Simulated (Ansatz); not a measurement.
Computed with Ansatz on PBE0-D4/def2-TZVP structures; ΔE is electronic, products minus reactants. CCSD(T)/CBS is the MP2 limit (def2-TZVPP, def2-QZVPP) plus CCSD(T) − MP2 in def2-TZVPP, frozen cores. This one scheme is used for every species. DFT in def2-TZVPP. B3LYP here is the variant with VWN-RPA as its local correlation; programs differ in this. Each species was taken in one conformer, which may not be the lowest.

Consider the substitution at a C–Si bond: `CO[SiH2]C#N` + `OCO` → `N#COCO` + `CO[SiH3]`.

| level | ΔE (kJ/mol) |
| --- | --- |
| B3LYP-D4 | 122.8 |
| B2PLYP | 128.7 |
| B3LYP | 121.1 |
| MP2/def2-TZVPP | 139.9 |

**Question.** What does CCSD(T)/CBS give? (Estimate.)

**Answer.** Ansatz gave: +140.7 kJ/mol. The listed levels differ from it by -17.9, -12.0, -19.6, -0.8 kJ/mol.

Largest T1 diagnostic among the species: 0.014.

From PBE to PBE0 (25 % exact exchange), in def2-TZVPP and without D4, ΔE moves by +6.4 kJ/mol. In def2-TZVPP, CCSD(T) changes the Hartree–Fock value by +6.2 kJ/mol (the triples alone add −1.6 kJ/mol) and MP2 by +10.7 kJ/mol.
